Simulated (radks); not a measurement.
Neutral cobalt: order these configurations by energy. Method: scalar-relativistic Kohn-Sham, r2SCAN, spin-polarised, spherical densities, finite nucleus; meta-GGA in the generalised Kohn-Sham scheme; Fermi nuclear charge, rms radius of each element as measured or else 0.836 A^(1/3) + 0.57 fm; computed with a radial shooting solver on a logarithmic mesh with Libxc functionals. Open shells are filled with parallel spins first. [Ar] 3d6 4s2 4p1; [Ar] 3d7 4s1 4p1; [Ar] 3d7 4s2; [Ar] 3d8 4p1; [Ar] 3d8 4s1; [Ar] 3d9.

Answer. From the lowest, in eV above it: [Ar] 3d8 4s1 0.000; [Ar] 3d7 4s2 0.060; [Ar] 3d9 2.427; [Ar] 3d7 4s1 4p1 3.059; [Ar] 3d8 4p1 4.035; [Ar] 3d6 4s2 4p1 6.771.
